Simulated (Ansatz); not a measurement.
`FC#[C][AlH2]`, charge 0, multiplicity 1.

Give a relaxed structure at PBE0-D4/def2-TZVP (Ansatz). (An estimate is asked.)

Ansatz gave: 
Cartesian coordinates in Å:
```
F -2.335 1.961 0.302
C -1.370 1.149 0.176
C -0.450 0.374 0.055
Al 0.997 -0.836 -0.129
H 2.240 -0.411 -1.005
H 0.918 -2.236 0.600
```
Point group C2v.
